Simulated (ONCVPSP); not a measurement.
# rubidium: one change to an ONCV potential, before and after

ONCVPSP 4.0.1 input, shortened (lines: element, Z, core and valence counts, functional; n l f; lmax; l rc ep ncon nbas qcut; lloc lpopt rc5 dvloc0; l nproj debl; icmod fcfact rcfact), LDA (Perdew-Zunger), scalar-relativistic:

```
  Rb 37.00    6    3        3      upf
    1    0    2.00
    2    0    2.00
    2    1    6.00
    3    0    2.00
    3    1    6.00
    3    2   10.00
    4    0    2.00
    4    1    6.00
    5    1    1.00
    2
    0    2.35    0.00    3    7    4.70
    1    2.50    0.00    4    9    6.00
    2    2.25    0.37    3    7    3.90
    4    5    1.90    6.00
    0    1    1.40
    1    2    1.30
    2    2    0.90
    3    2.75    1.25
```

Change: s: rc 2.58.

Cutoffs: the cutoffs (Ha) at which the residual kinetic energy of the hardest occupied pseudo-wave falls to 1 and 0.1 mHa per electron; they do not see the model core or the augmentation charge, which bear on the density cutoff. Errors are all-electron minus pseudo energies relative to the spin-unpolarised reference configuration.

**Question.** How do hardness, ghosts and transferability respond?

**Answer.** The potential gets neither clearly harder nor softer (7.0 Ha and 8.6 Ha → 7.0 Ha and 8.6 Ha); the p channel sets the loose cutoff, while the largest relative change is in s, which becomes softer; of the 4 tests that both files solve, the error grows in 3 and shrinks in 0 by more than 15 % and 0.3 meV (median size 23.3 → 40.1 meV); neither file shows a bound ghost. More of the atom is replaced by a form fitted at one configuration, so other configurations suffer.

| quantity | base | changed |
| --- | --- | --- |
| cutoff, loose | 7.0 Ha | 7.0 Ha |
| cutoff, tight | 8.6 Ha | 8.6 Ha |
| loose cutoff by channel | s 6.4 Ha, p 7.0 Ha | s 4.1 Ha, p 7.0 Ha |
| bound ghosts | none | none |
| GHOST(+) flags under 300 eV | none | none |
| error for 4s2 4p6 5s1 5p0, meV [ΔE -1.62 eV] | +28 | +48 |
| error for 4s2 4p6 5p0, meV [ΔE 2.66 eV] | -0.1 | -0.1 |
| error for 4s2 4p6 5s0.5 5p0, meV [ΔE 0.04 eV] | +19 | +32 |
| error for 4s2 4p5 5s1 5p0, meV [ΔE 19.62 eV] | +72 | +127 |
| p: phases at 2.54 bohr within 0.05 rad from the reference energy up to (Ha; the scan ends near 5) | 4.6 | 4.6 |
| d: phases at 2.28 bohr within 0.05 rad from the reference energy up to (Ha; the scan ends near 5) | to the end of the scan | to the end of the scan |
| rms error of d²Exc/dni dnj with the model core, mHa | 1.44 | 1.50 |
